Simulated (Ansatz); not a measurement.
`C[Si@H](O)O[Si@@H](O)F` + `N[Si](O)(F)F` → `O[SiH](F)N[Si](O)(F)F` + `C[SiH](O)O`  (ligand exchange at the Si–O bond)

Program: Ansatz. Geometries: PBE0-D4/def2-TZVP. ΔE: electronic, gas phase. CCSD(T)/CBS is the MP2 limit (def2-TZVPP, def2-QZVPP) plus CCSD(T) − MP2 in def2-TZVPP, frozen cores. DFT in def2-TZVPP. One conformer a species, not always the lowest.

`C[Si@H](O)O[Si@@H](O)F`:

Cartesian coordinates in Å:
```
C -1.858 0.690 -0.888
Si -0.016 0.599 -0.865
O 0.429 -0.904 -1.408
O 0.536 0.774 0.669
Si 1.113 -0.235 1.806
O 0.707 -1.774 1.482
F 2.696 -0.071 1.819
H -2.203 1.629 -0.449
H -2.286 -0.133 -0.309
H -2.240 0.625 -1.909
H 0.636 1.633 -1.706
H 1.230 -0.960 -1.931
H 0.620 0.125 3.140
H 0.636 -1.999 0.547
```

`N[Si](O)(F)F`:

Cartesian coordinates in Å:
```
N -0.946 -0.203 0.705
Si 0.356 -0.226 -0.364
O 1.240 1.128 -0.287
F 1.406 -1.385 -0.132
F -0.258 -0.479 -1.802
H -0.814 -0.017 1.685
H -1.755 -0.778 0.538
H 0.771 1.961 -0.341
```

`O[SiH](F)N[Si](O)(F)F`:

```xyz
12

O     0.691    2.534    0.143
Si   -0.250    1.274   -0.269
F    -0.020    0.834   -1.792
N     0.256   -0.020    0.716
Si    0.053   -1.690    0.470
O    -0.542   -1.989   -0.999
F     1.434   -2.414    0.739
F    -0.950   -2.338    1.500
H     0.411    3.418   -0.094
H    -1.683    1.618   -0.196
H     0.799    0.258    1.523
H    -0.200   -1.486   -1.742
```

`C[SiH](O)O`:

```xyz
10

C     0.274    1.159    0.648
Si   -0.434   -0.317   -0.218
O     0.284   -0.334   -1.700
O    -0.187   -1.719    0.608
H     1.363    1.088    0.717
H     0.035    2.075    0.103
H    -0.129    1.247    1.660
H    -1.911   -0.259   -0.349
H    -0.010   -1.003   -2.321
H     0.714   -1.937    0.853
```

| level | ΔE (kJ/mol) |
| --- | --- |
| PBE0-D4 | 57.9 |
| CCSD/CBS(def2) | 62.6 |

Problem. What does CCSD(T)/CBS give? (Estimate.)

Solution. The calculation gave: +61.5 kJ/mol. The listed levels differ from it by -3.6, 1.1 kJ/mol.

Largest T1 diagnostic among the species: 0.012.

In def2-TZVPP, CCSD(T) changes the Hartree–Fock value by −7.7 kJ/mol (the triples alone add −1.0 kJ/mol) and MP2 by −7.9 kJ/mol.
